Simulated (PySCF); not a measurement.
B(H)(OH)(PH2) (BH₄OP), SMILES OBP. The structure is a stationary point at PBE0-D3(BJ)/def2-TZVP. The values are those of a single conformer.

TDDFT-ωB97X/def2-SVPD (PySCF 2.14.0) puts the lowest singlet excitations at 5.89, 6.50, 6.98, 7.23, 7.96, 8.19 eV.

### Question
What are the lowest excitation roots from ADC(2)/aug-cc-pVDZ (PySCF)? (Estimate from the structure and the level; the computed values follow.)

### Answer
5.85, 6.20, 6.75, 7.17, 7.24, 7.37 eV. S1 differs by -0.04 eV (second minus first; roots are paired by order, and the bases may differ).
